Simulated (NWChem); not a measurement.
# SiH4TeSO; SMILES [SiH3]O[Te]S

```xyz
8

Te     0.6394    -0.5205     0.0521
S     -1.5090    -1.5582     0.0130
H     -1.4751    -2.0075    -1.2640
O      0.2169     1.2837    -0.6983
Si    -0.5128     2.5058     0.1873
H     -1.8838     2.1107     0.6324
H     -0.5994     3.6878    -0.7171
H      0.2990     2.8534     1.3953
```
Atoms are numbered in this order, from 1.

All runs: NWChem. Coordinates come from a PBE0/def2-SVP optimisation. def2 effective core potentials on Te; no spin-orbit coupling.

**Question.** Among these, which level gives the highest value of “orbital gap (eV)”?
(A) CAM-B3LYP/def2-SVP
(B) HCTH/407/def2-SVP
(C) LC-BLYP (range parameter 0.33 per bohr)/def2-SVP
(D) PBE/def2-SVP

**Answer.** C, LC-BLYP (range parameter 0.33 per bohr)/def2-SVP. Values: PBE/def2-SVP 2.72; HCTH/407/def2-SVP 2.76; CAM-B3LYP/def2-SVP 7.08; LC-BLYP (range parameter 0.33 per bohr)/def2-SVP 8.90
